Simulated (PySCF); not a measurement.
# Computed properties of C2H8O2Si, SMILES [Si@H](CO)(O)C

C2H8O2Si, SMILES C[Si@H](O)CO. Geometry optimised at B3LYP-D3(BJ)/def2-SVP. The structure was generated by enumeration; whether it is a known compound was not checked. The values are those of a single conformer. All values are computed for the isolated molecule unless a solvent is named; none is compared with measurement here.

**Structure.** All 33 harmonic modes at B3LYP-D3(BJ)/def2-SVP (PySCF) are real, so it is a minimum. With heavy atoms numbered as in [CH3:1][Si@H:2]([OH:3])[CH2:4][OH:5], the shortest bond between them is C4–O5 at 1.421 Å and the longest Si2–C4 at 1.891 Å.

**Vibrations.** The strongest infrared lines (harmonic, unscaled, degenerate partners summed) lie at 902 cm⁻¹ (179 km/mol, H 74 %, Si 13 %, C 11 %), 2197 cm⁻¹ (163 km/mol, H 97 %), 474 cm⁻¹ (120 km/mol, H 90 %). The softest mode is at 98 cm⁻¹ and the zero-point energy is 63.7 kcal/mol.

**Electronic structure.** HF/def2-TZVP (PySCF) places the frontier levels at -10.95 and 3.20 eV, a gap of 14.15 eV, and gives a dipole moment of 2.93 D and a mean polarisability of 53.1 bohr³. PBE/def2-TZVP (PySCF) at the same geometry gives -5.73 and -0.53 eV, so its gap is 8.95 eV narrower. An orbital gap is neither the optical nor the fundamental gap.

**Excitations.** TDA-CAM-B3LYP/def2-SVPD (PySCF) has S1 at 6.65 eV (186 nm, f = 0.012, weak); the most intense of the 10 singlets computed lies at 8.36 eV (f = 0.06). T1 (TDA) is at 6.32 eV, 0.33 eV under S1. TDA-PBE/def2-SVPD (PySCF) puts S1 at 5.19 eV. No vertical singlet excitation falls in the visible range (under 3.1 eV).

**NMR.** GIAO shifts at PBE0/pcSseg-1 (PySCF) (non-relativistic, atoms alike by connectivity averaged): ¹³C from 1.4 to 55.5 ppm against TMS; ¹H from 0.5 to 5.2 ppm against TMS; ²⁹Si at 6.0 ppm against TMS.

**Solvation.** SMD-PBE0/def2-SVP (PySCF) gives -6.3 kcal/mol in water, -5.3 kcal/mol in N,N-dimethylformamide, -7.6 kcal/mol in 2-propanol (1 M in both phases, gas-phase geometry); of these solvents 2-propanol holds the molecule best.
